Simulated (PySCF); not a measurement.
Species: C2H7FSi2.
Numbering: `[F:1][SiH:2]1[CH2:3][SiH2:4][CH2:5]1` (hydrogens: H6 on Si2; H7, H8 on C3; H9, H10 on Si4; H11, H12 on C5)

The same species was optimised twice, with GFN2-xTB and with PBE0-D3(BJ)/def2-SVP (PySCF), and the same property calculations (PySCF, gas phase) were run on both structures.

| coordinate | GFN2-xTB | PBE0-D3(BJ)/def2-SVP | change |
| --- | --- | --- | --- |
| Si2–H6 (Å) | 1.452 | 1.492 | +0.040 |
| Si4–H9 (Å) | 1.463 | 1.494 | +0.031 |
| Si4–H10 (Å) | 1.465 | 1.495 | +0.030 |
| Si2–C5 (Å) | 1.908 | 1.885 | -0.023 |
| Si2–C3 (Å) | 1.908 | 1.885 | -0.023 |
| C3–H7 (Å) | 1.087 | 1.102 | +0.015 |
| C5–H12 (Å) | 1.087 | 1.102 | +0.015 |
| Si4–C5 (Å) | 1.923 | 1.909 | -0.014 |
| C3–Si4 (Å) | 1.924 | 1.910 | -0.014 |
| C5–H11 (Å) | 1.087 | 1.101 | +0.014 |
| C3–H8 (Å) | 1.087 | 1.101 | +0.014 |
| F1–Si2 (Å) | 1.620 | 1.631 | +0.011 |
| C3–Si2–H6 (°) | 121.8 | 117.1 | -4.7 |
| C5–Si2–H6 (°) | 121.5 | 117.1 | -4.4 |
| C3–Si2–C5 (°) | 88.6 | 92.9 | +4.3 |
| Si2–C3–Si4 (°) | 91.7 | 87.7 | -4.0 |
| Si2–C5–Si4 (°) | 91.7 | 87.7 | -4.0 |
| C3–Si4–C5 (°) | 87.7 | 91.4 | +3.7 |
| F1–Si2–H6 (°) | 103.4 | 106.8 | +3.4 |
| H7–C3–H8 (°) | 106.6 | 108.2 | +1.6 |

Rotational constants: A = 5842, B = 2171, C = 1920 MHz (GFN2-xTB) against A = 5684, B = 2276, C = 1980 MHz (PBE0-D3(BJ)/def2-SVP). Point groups within 0.08 Å: Cs and Cs. Atoms that the bonding makes alike are paired by their places after alignment.

On the GFN2-xTB structure: lowest singlet, TDDFT (eV) 6.75 [PBE0/def2-SVPD]; lowest triplet, Tamm–Dancoff (eV) 6.47 [PBE0/def2-SVPD]; isotropic polarisability (au) 72.9 [PBE0/def2-SVPD]; HOMO (eV) -8.19 [PBE0/def2-SVPD]; LUMO (eV) -0.05 [PBE0/def2-SVPD]; dipole (D) 1.73 [PBE0/def2-SVPD].

Question: What do these properties become on the PBE0-D3(BJ)/def2-SVP structure?

Answer: 
```csv
property,level,on GFN2-xTB,on PBE0-D3(BJ)/def2-SVP,change
"lowest singlet, TDDFT (eV)",PBE0/def2-SVPD,6.75,6.51,-0.24
"lowest triplet, Tamm–Dancoff (eV)",PBE0/def2-SVPD,6.47,6.18,-0.29
isotropic polarisability (au),PBE0/def2-SVPD,72.9,73.3,+0.4
HOMO (eV),PBE0/def2-SVPD,-8.19,-7.99,+0.20
LUMO (eV),PBE0/def2-SVPD,-0.05,-0.03,+0.02
dipole (D),PBE0/def2-SVPD,1.73,1.68,-0.05
"energy, GFN2-xTB geometry as zero (kcal/mol)",PBE0/def2-SVPD,0.0,-3.4,-3.4
```

The heavy atoms differ by 0.045 Å rms after alignment (one structure mirrored). Among all bonds Si2–H6 changes most (+0.040 Å). Changes are differences of the printed values. Neither structure is proved a minimum here.
